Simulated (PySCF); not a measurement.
The free ion Cu5+ in its d6 configuration.

Method (PySCF 2.14, density fitting): CASSCF(6,5) with orbitals averaged over all microstates of the shell, strongly contracted NEVPT2 on the averaged canonical orbitals; basis x2c-TZVPall; spin-free X2C; gas phase; spin-orbit coupling by state interaction with the mean-field operator over all roots.

CASSCF energies above the lowest CASSCF root:

```
state  CASSCF / cm⁻¹
   5D              0
   3H          32084
   3P          35864
   3F          36892
   3G          40494
   1I          48126
   1G          50808
   3D          52267
   1S          59245
   1D          63376
   1F          73355
   3F          86659
   3P          87688
   1G          98100
   1D         132626
   1S         171815
```

Q: How does dynamic correlation (SC-NEVPT2) move these states?

A: 
```csv
state,NEVPT2 / cm⁻¹,shift / cm⁻¹
5D,0,0
3H,31504,-579
3P,31576,-4287
3F,34137,-2755
3G,38795,-1699
1I,47445,-681
1G,48678,-2129
3D,48877,-3390
1S,55714,-3531
1D,56439,-6937
1F,67919,-5436
3F,80836,-5823
3P,80520,-7167
1G,91514,-6586
1D,123346,-9279
1S,159166,-12649
```

In the ligand-field fit B goes from -488715628179349760165572092846972389458989902016281284751232106839735640260113238222802687362371814424576 to 1529 cm⁻¹, C goes from -3479168826327006295387247829603181408657694294700825220444315314851051582709050388093864475119369456713728 to 6059 cm⁻¹.

These are spin-free levels; spin-orbit coupling mixes and splits them, by more than some of the gaps here.
